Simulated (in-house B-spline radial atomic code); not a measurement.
LC-wPBE excitations of Ar6+

Method: LC-wPBE. Computed with an all-electron radial atomic-structure program (B-spline basis): linear response of the closed shell [Ne] 3s2 with the functional's adiabatic kernel; non-relativistic, point nucleus, no spin-orbit coupling, no double excitations, S, P, D and F terms only.

Command:
```bash
python run_td.py task.json out
```
Settings (radii: box in bohr, nucleus in fm):
```
Z                        18
electrons                12
configuration            [Ne] 3s2
hamiltonian              nr
method                   lc_wpbe
box_radius               14.35
intervals                51
```

Cost of the run: 0.6 s on 1 thread of Arm Neoverse N1, on a shared host.

The lowest states, in the order of their Tamm-Dancoff energies; the method's threshold (minus the highest occupied level) is 120.86 eV. Labels give the largest channel, * marks a mixed state, and oscillator strengths are full-response dipole values. Semilocal kernels can invert the small singlet-triplet splittings of Rydberg terms. Energies in eV:

| state | full response | Tamm-Dancoff | oscillator strength |
| --- | --- | --- | --- |
| 3s → 3p 3P | 12.943 | 13.353 | - |
| 3s → 3p 1P | 20.737 | 21.444 | 1.15 |
| 3s → 3d 3D | 37.35 | 37.48 | - |
| 3s → 3d 1D | 40.78 | 40.79 | - |
| 3s → 4s 3S | 62.65 | 62.66 | - |
| 3s → 4s 1S | 64.13 | 64.16 | - |
| 3s → 4p 3P | 68.45 | 68.46 | - |
| 3s → 4p 1P | ? | ? | ? |
| 3s → 4d 3D | 76.55 | 76.56 | - |
| 3s → 4d 1D | ? | ? | - |
| 3s → 4f 3F | 79.46 | 79.48 | - |
| 3s → 4f 1F | 79.92 | 79.92 | - |
| 3s → 5s 3S | 86.11 | 86.11 | - |
| 3s → 5s 1S | 86.57 | 86.59 | - |
| 3s → 5p 3P | 88.84 | 88.85 | - |
| 3s → 5p 1P | 89.00 | 89.01 | 0.0781 |
| 3s → 5d 3D | 92.70 | 92.71 | - |
| 3s → 5d 1D | 92.77 | 92.78 | - |
| 3s → 5f 3F | 93.93 | 93.94 | - |
| 3s → 5f 1F | 94.17 | 94.17 | - |

Problem. Where does 3s → 4p 1P lie?

Solution. At 68.99 eV in full response, 69.02 eV in Tamm-Dancoff, oscillator strength 0.197.

Problem. Where does 3s → 4d 1D lie?

Solution. At 76.81 eV in full response, 76.82 eV in Tamm-Dancoff.

Problem. How large is the singlet-triplet splitting of 3s → 3p (P terms) in Tamm-Dancoff?

Solution. 8.09 eV, from the unrounded values.

Problem. What polarisabilities and dispersion coefficient does the method give?

Solution. Dipole 2.067 bohr³, quadrupole 1.768 bohr⁵, C6 2.627 hartree·bohr⁶ for two such species.
